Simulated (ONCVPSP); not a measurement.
Al: ONCV pseudisation with PBEsol, fully relativistic reference atom.

aluminium, optimised norm-conserving Vanderbilt (ONCV), made with ONCVPSP 4.0.1 (PBEsol, fully relativistic). Core [He], reference 2s2 2p6 3s1.75 3p1.25. Waves: 2s+3s: rc 0.95 bohr, ncon 4, nbas 8, qcut 16.7 1/bohr, 2 projectors; 2p+3p: rc 0.90 bohr, ncon 4, nbas 9, qcut 17.5 1/bohr, 2 projectors; d scattering state at 0.4 Ha: rc 0.95 bohr, ncon 4, nbas 7, qcut 10.4 1/bohr, 2 projectors, debl 0.4 Ha. Local part: polynomial inside 0.85 bohr (lpopt 5, dvloc0 0 Ha). Core correction: none.

Open shells are filled in proportion to 2j + 1.

(1) Estimate the cutoffs (Ha) at which the residual kinetic energy of the hardest occupied pseudo-wave falls to 1 and 0.1 mHa per electron.

(2) Does the potential have ghost states?

(3) Which valence shell sets the plane-wave cutoff?

(4) Tests: 2s2 2p6 3s2 3p1; 2s2 2p6 3s2 3p0; 2s2 2p6 3s1 3p0; 2s2 2p6 3s0 3p3. Which has the largest error in its energy relative to the reference configuration, and how large is it?

## Answers

(1) 106 Ha and 122 Ha.

(2) No bound ghost flagged; GHOST(+) flags only above 600 eV.

(3) 2p: 106 Ha for 1 mHa per electron, against 82 Ha for 3p.

(4) 2s2 2p6 3s1 3p0, with +0.8 meV (all-electron minus pseudo) on +23.64 eV.
